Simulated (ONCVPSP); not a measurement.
Zn ONCV: all-electron and pseudo phase curves

Zn, optimised norm-conserving Vanderbilt (ONCV), made with ONCVPSP 4.0.1 (PBE, scalar-relativistic). Core [Ne], reference 3s2 3p6 3d10 4s1.75 4p0.25. Waves: 3s+4s: rc 1.20 bohr, ncon 4, nbas 7, qcut 12 1/bohr, 2 projectors; 3p+4p: rc 1.35 bohr, ncon 3, nbas 8, qcut 12.9 1/bohr, 2 projectors; 3d: rc 1.15 bohr, ncon 4, nbas 8, qcut 15.7 1/bohr, local. Local part: the d channel. Core correction: polynomial model core, fcfact 0.25.

The phase is arctan(r·R′/R) of the radial function R(r), unwrapped; energies in Ha, scanned from -6 to 5 Ha. A pole is an energy at which the radial function vanishes at the test radius. The pseudo phase is shifted by a multiple of π to meet the all-electron one at the reference energy, and phase errors are pseudo minus all-electron; the curves can meet again beyond the range given. Levels narrower than the energy grid can be missing from the lists of poles.

```csv
channel,radius (bohr),reference energy (Ha),"poles, all-electron","poles, pseudo",unbroken range about the reference energy with phases within 0.05 rad,phase error 1 Ha above the reference energy (rad)
s,1.22,-0.23,-4.21,-4.20,the whole range,+0.002
p,1.37,-0.05,-2.75,-2.75,the whole range,-0.000
d,1.17,-0.40,0.72,0.80,below 1.9,+0.013
```

Note: ghosts flagged at negative energy: s at -390.8 eV; no localised positive-energy state flagged. A true bound ghost makes a file unfit for plane-wave use.

Phases in the d channel:

```csv
E (Ha),all-electron,pseudo
-5.96,1.238,1.245
-5.40,1.213,1.222
-4.84,1.182,1.193
-4.28,1.142,1.155
-3.72,1.089,1.105
-3.16,1.010,1.031
-2.60,0.886,0.913
-2.04,0.657,0.694
-1.48,0.177,0.219
-0.92,-0.607,-0.593
-0.36,-1.155,-1.155
0.20,-1.424,-1.418
0.76,-1.579,-1.562
1.32,-1.691,-1.661
1.88,-1.789,-1.740
2.44,-1.892,-1.813
3.00,-2.017,-1.890
3.56,-2.191,-1.980
4.12,-2.462,-2.093
4.68,-2.889,-2.250
```
